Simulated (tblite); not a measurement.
**Question.** What does the GFN2-xTB structure of `C=CCOC(=O)C(=O)OCC` look like in three dimensions?

**Answer.** 
```xyz
21
C7H10O4 angstrom
C      3.7822   -1.3725    0.9839
C      3.3757   -0.1573    0.6724
C      2.4788    0.6709    1.5422
O      1.3223    1.1116    0.8145
C      0.2924    0.2864    0.7608
O      0.2222   -0.7963    1.2761
C     -0.8535    0.9307   -0.0480
O     -0.8959    2.0960   -0.3406
O     -1.7650    0.0277   -0.3532
C     -2.9053    0.4884   -1.0891
C     -3.7858   -0.7062   -1.4000
H      4.4283   -1.9368    0.3341
H      3.4881   -1.8499    1.9036
H      3.6611    0.3130   -0.2585
H      2.9803    1.5935    1.8479
H      2.1573    0.1006    2.4193
H     -3.4346    1.2312   -0.4821
H     -2.5561    0.9826   -2.0027
H     -4.0968   -1.1895   -0.4782
H     -3.2393   -1.4276   -2.0008
H     -4.6651   -0.3795   -1.9474
```

Any rigid rotation of these coordinates is as good. Atoms count from 1 in this order. O9 (ester single-bonded oxygen) is bent (angle 116.7°). Of the pairs four or more bonds apart, O6···H16 is among the closest relative to their van der Waals radii: 2.42 Å, 89 % of the sum of Bondi's values. The 4 C–C bonds span 1.319 Å (C1=C2, drawn double) to 1.543 Å (C5–C7, drawn single), a spread of 0.224 Å. The 6 C–O bonds span 1.201 Å (C5=O6, drawn double) to 1.436 Å (C3–O4, drawn single), a spread of 0.235 Å.

Bonds between heavy atoms (Å): C1=C2 1.319, C2–C3 1.499, C3–O4 1.436, O4–C5 1.321, C5=O6 1.201, C5–C7 1.543, C7=O8 1.202, C7–O9 1.319, O9–C10 1.433, C10–C11 1.516.

Structure optimised with GFN2-xTB, isolated species.

Point group: C1 (no symmetry element, even within 0.4 Å). Its lowest GFN2-xTB frequency is 14i cm⁻¹, too small to tell a flat minimum from a shallow saddle. The numbers are those of one conformer (C1–C2–C3–O4 -126°, C2–C3–O4–C5 85°, C3–O4–C5–O6 1°, O4–C5–C7–O8 -14°, C5–C7–O9–C10 179°).

These are computed values.
